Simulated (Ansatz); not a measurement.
Born–Oppenheimer molecular dynamics of C2H9FO3Si2 (17 atoms, charge 0, multiplicity 1). It starts from a relaxed structure.

These are results of RKS PBE-D4/STO-3G in Ansatz 0.2.0, not measurements.

* ensemble: NVT, Nosé–Hoover chain
* time step: 0.5 fs
* steps asked: 191
* set temperature: 500 K
* thermostat: time constant 50 fs, chain length 1
* seed: 81175

First frame:

```xyz
17
Properties=species:S:1:pos:R:3
Si -0.099 -0.171 0.240
O -0.142 -0.731 1.846
Si -1.248 0.134 2.851
H -2.633 0.061 2.384
H -1.169 -0.550 4.135
H -0.888 1.536 3.053
F 1.417 0.327 -0.128
O -1.138 1.221 0.162
C -2.288 1.005 -0.728
H -3.120 0.445 -0.225
H -2.688 2.006 -1.011
H -2.041 0.454 -1.670
O -0.432 -1.419 -0.914
C -1.404 -2.381 -0.369
H -1.156 -2.733 0.664
H -2.453 -1.987 -0.346
H -1.400 -3.269 -1.043
```

**Question.** How far do the bonds stretch over the last three quarters of this one trajectory? (Pairs bonded in most of those frames.)

**Answer.** 
```
   bond  mean (Å)  spread (Å)  shortest  longest
 Si1–O2     1.701       0.019      1.66     1.72
 Si1–F7     1.644       0.015      1.62     1.67
 Si1–O8     1.745       0.018      1.71     1.77
Si1–O13     1.733       0.026      1.68     1.77
 O2–Si3     1.738       0.022      1.70     1.77
 Si3–H4     1.468       0.019      1.44     1.51
 Si3–H5     1.472       0.070      1.37     1.58
 Si3–H6     1.467       0.039      1.40     1.53
  O8–C9     1.480       0.046      1.41     1.57
 C9–H10     1.118       0.012      1.09     1.14
 C9–H11     1.121       0.025      1.08     1.16
 C9–H12     1.121       0.021      1.08     1.17
O13–C14     1.470       0.016      1.45     1.51
C14–H15     1.120       0.008      1.10     1.14
C14–H16     1.123       0.024      1.08     1.17
C14–H17     1.120       0.028      1.08     1.16
```

Mean temperature of the second half: 422 K. The conserved energy stayed within 0.39 meV per atom of its start (net change 0.23 meV per atom), so the integration is sound. The mean temperature of the second half is 16 % below the set value. A run of 0.096 ps of so small a system gives no equilibrium averages. Limits of this set-up: minimal basis.

Run time: 18 min on 1 thread of Arm Neoverse V1 (shared host), peak memory 0.12 GiB.
